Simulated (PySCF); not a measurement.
## Adding and removing an electron: KPb

UHF-MP2; K def2-SVPD, Pb def2-SVPD with ECP60; scalar-relativistic core potentials (PySCF 2.14). Neutral (UHF): quartet (σ ↑, π ↑↑), Re = 3.381 Å, ωe = 123 cm⁻¹, De = 1.21 eV.

KPb⁺ (UHF): triplet (σ ↑, π ↑), Re = 4.027 Å, ωe = 62.1 cm⁻¹. The energies at the minima are -791.06012 hartree for KPb and -790.87752 for KPb⁺.

Problem. Work out the adiabatic ionisation energy, without and with harmonic zero-point energies (1 hartree = 27.2114 eV, 1 eV = 8065.5 cm⁻¹), and the change of the bond length.

Solution. At UHF-MP2: 0.18260 hartree = 4.969 eV between the minima; the zero-point term (62.1 − 123.0)/2 cm⁻¹ = -0.004 eV makes it 4.965 eV. Re changes by +64.6 pm against the neutral. The electron leaves a π orbital, and the ion is left as a loose complex of an ion and an atom.

Correlated steps freeze 9 core orbitals. Correlated levels converge slowly with the basis: in double zeta they bind strong bonds too weakly, by up to about 1 eV, and carry superposition errors of some tenths. Spin–orbit coupling is left out, which matters for elements this heavy, above all for dissociation energies. States were picked by a PBE0 search and need not be the measured ground states.
